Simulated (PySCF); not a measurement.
[Er(H2O)2]3+ at several levels of theory

Computed with PySCF 2.14.0 (density fitting, no spin-orbit coupling) at the geometry relaxed with r2SCAN:

```xyz
7
[Er(H2O)2]3+ (singlet in the valence; each metal's 4f electrons, 11 of them, lie in its core potential, out of spins and levels)
Er    1.0985    0.2422   -0.0103
O    -0.1566    0.0358    1.7669
H     0.0464    0.3161    2.7038
H    -1.0637   -0.3688    1.8544
O    -0.1699   -0.0722   -1.7642
H    -0.0037   -0.6589   -2.5549
H    -1.0395    0.3574   -1.9957
```

```tsv
level	basis	state	HOMO (eV)	gap (eV)	charge on Er1 (e)	population of f-type functions on Er1 (polarisation alone where 4f lies in the core)	dipole about the centre of mass (D)	largest force component (eV/Å)
r2SCAN	Er lcecp-1-SVP with ECP57, O def2-SVP, H def2-SVP	singlet	-25.40	6.30	2.20	0.03	3.49	0.02
r2SCAN	Er lcecp-1-TZVP with ECP57, O def2-TZVP, H def2-TZVP	singlet	-25.35	6.30	2.38	0.04	3.52	0.29
```

In the lcecp rows the 4f levels are missing from HOMO and gap, and the state counts the valence alone.

Charges are Mulliken's, which hang on the basis. The relaxation used the grid (50, 194), these runs (75, 302) or, all-electron (x2c bases, spin-free X2C Hamiltonian), (99, 590).

**Question.** Order these levels, in the first row's basis, by the HOMO–LUMO gap they give here, smallest first.
A. TPSSh
B. M06-L
C. B3LYP
D. revPBE

**Answer.** D (5.30 eV), B (6.26 eV), A (6.70 eV), C (7.29 eV).

**Question.** And their other results?

**Answer.** 
```
 level    state  HOMO (eV)  gap (eV)  charge on Er1 (e)  population of f-type functions on Er1 (polarisation alone where 4f lies in the core)  dipole about the centre of mass (D)  largest force component (eV/Å)
 TPSSh  singlet     -25.79      6.70               2.18                                                                                  0.03                                 3.51                            0.12
 B3LYP  singlet     -26.49      7.29               2.17                                                                                  0.03                                 3.50                            0.05
revPBE  singlet     -24.99      5.30               2.11                                                                                  0.03                                 3.70                            0.31
 M06-L  singlet     -25.33      6.26               2.26                                                                                  0.03                                 3.34                            0.23
```

In the first row's basis the gap widens with exact exchange: 5.3 to 6.3 eV for revPBE, M06-L, r2SCAN (none); 6.7 to 7.3 eV for TPSSh, B3LYP (a fixed share).

No frequency check is given that shows the relaxed geometry to be a minimum. An lcecp potential fixes the number of 4f electrons, so in runs with it no electron can move into or out of that shell.
